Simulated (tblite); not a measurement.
C5H11BO.
Atom-mapped SMILES: `[BH2:1][C@H:2]1[CH2:3][CH2:4][CH2:5][O:6][CH2:7]1` (hydrogens: H8, H9 on B1; H10 on C2; H11, H12 on C3; H13, H14 on C4; H15, H16 on C5; H17, H18 on C7)

Computed with GFN2-xTB (tblite), gas phase: L-BFGS steps from a force-field or distance-geometry start until the largest atomic force falls under 0.01 eV/Å.

Step 10: E = -587.8174 eV
```
atom  x, y, z in Å  |  force x, y, z in eV/Å
B1      2.2321   -0.6937    0.2097    0.105  -0.078   0.028
C2      0.9481   -0.3219   -0.6225   -0.111   0.098   0.057
C3     -0.2661   -1.0524    0.0025    0.050   0.076  -0.047
C4     -1.5734   -0.5406   -0.5974    0.032   0.057   0.000
C5     -1.6105    0.9730   -0.3682    0.100   0.048  -0.097
O6     -0.5702    1.5918   -1.0948    0.081  -0.030   0.151
C7      0.7004    1.2077   -0.6125   -0.012  -0.155   0.050
H8      2.3015   -1.7547    0.6940    0.074  -0.061  -0.086
H9      3.0524    0.0978    0.4622    0.029   0.035  -0.094
H10     1.0151   -0.6488   -1.6710    0.024   0.059   0.134
H11    -0.2724   -0.8508    1.0790   -0.049  -0.056  -0.038
H12    -0.1592   -2.1318   -0.1349   -0.031   0.095  -0.035
H13    -1.6133   -0.7597   -1.6692    0.065   0.137   0.074
H14    -2.4267   -1.0277   -0.1326   -0.111   0.008   0.148
H15    -1.4836    1.1839    0.7126   -0.095  -0.030  -0.178
H16    -2.5333    1.4479   -0.7150    0.025  -0.163  -0.027
H17     1.4221    1.7329   -1.2484   -0.061  -0.134   0.095
H18     0.8283    1.5535    0.4303   -0.116   0.096  -0.136
```

Step 11: E = -587.8283 eV
```
atom  x, y, z in Å  |  force x, y, z in eV/Å
B1      2.2422   -0.6957    0.2051    0.045  -0.055   0.038
C2      0.9510   -0.3231   -0.6074   -0.210   0.190  -0.013
C3     -0.2666   -1.0519    0.0084   -0.002   0.062  -0.050
C4     -1.5729   -0.5382   -0.5936   -0.010   0.078   0.002
C5     -1.6158    0.9755   -0.3725    0.123   0.052  -0.079
O6     -0.5717    1.5868   -1.0993    0.115  -0.025   0.202
C7      0.6969    1.2051   -0.6076    0.011  -0.089   0.048
H8      2.3188   -1.7544    0.6797    0.077  -0.202  -0.033
H9      3.0612    0.0907    0.4547    0.117   0.133  -0.082
H10     1.0179   -0.6525   -1.6537    0.035   0.049   0.068
H11    -0.2792   -0.8649    1.0869   -0.034  -0.052  -0.035
H12    -0.1635   -2.1272   -0.1493   -0.019   0.026   0.017
H13    -1.6074   -0.7554   -1.6659    0.039   0.103   0.077
H14    -2.4297   -1.0197   -0.1273   -0.075  -0.018   0.111
H15    -1.4943    1.1908    0.7088   -0.096  -0.011  -0.205
H16    -2.5363    1.4489   -0.7301    0.043  -0.185   0.002
H17     1.4154    1.7302   -1.2454   -0.012  -0.132   0.074
H18     0.8255    1.5615    0.4320   -0.146   0.075  -0.141
```

**Question.** Estimate the geometry and energy of step 12. (The exact step hangs on the optimiser's Hessian estimate; all steps are aligned on step 11, rigid shifts and turns removed.)

**Answer.** E = -587.8401 eV, largest force 0.301 eV/Å
```
atom  x, y, z in Å  |  force x, y, z in eV/Å
B1      2.2546   -0.6983    0.2006   -0.028  -0.017   0.047
C2      0.9518   -0.3219   -0.5893   -0.209   0.183  -0.046
C3     -0.2680   -1.0506    0.0147   -0.075   0.015  -0.027
C4     -1.5734   -0.5344   -0.5884   -0.053   0.068   0.012
C5     -1.6201    0.9790   -0.3790    0.095   0.026  -0.037
O6     -0.5714    1.5820   -1.1015    0.102   0.012   0.157
C7      0.6931    1.2010   -0.6011    0.027   0.027   0.044
H8      2.3411   -1.7581    0.6619    0.074  -0.292  -0.001
H9      3.0747    0.0846    0.4444    0.166   0.189  -0.079
H10     1.0216   -0.6564   -1.6321    0.044   0.042  -0.017
H11    -0.2879   -0.8834    1.0956   -0.017  -0.033  -0.024
H12    -0.1690   -2.1211   -0.1660   -0.004  -0.041   0.062
H13    -1.5998   -0.7493   -1.6604   -0.004   0.052   0.054
H14    -2.4346   -1.0110   -0.1197   -0.007  -0.018   0.050
H15    -1.5092    1.1996    0.7007   -0.081   0.020  -0.157
H16    -2.5388    1.4473   -0.7477    0.043  -0.178   0.004
H17     1.4073    1.7252   -1.2406    0.073  -0.113   0.027
H18     0.8194    1.5721    0.4316   -0.147   0.058  -0.069
```

The energy changes by -0.0118 eV. The first-order estimate −F·Δx gives -0.0164 eV and the mean of the old and new forces, exact on a quadratic surface, -0.0119 eV. The step makes an angle of 69° with the force vector and moves no atom by more than 0.029 Å.

What follows is the cost of the whole relaxation. The run took 0.33 s wall on an Arm Neoverse V2 with one thread, on a shared host.
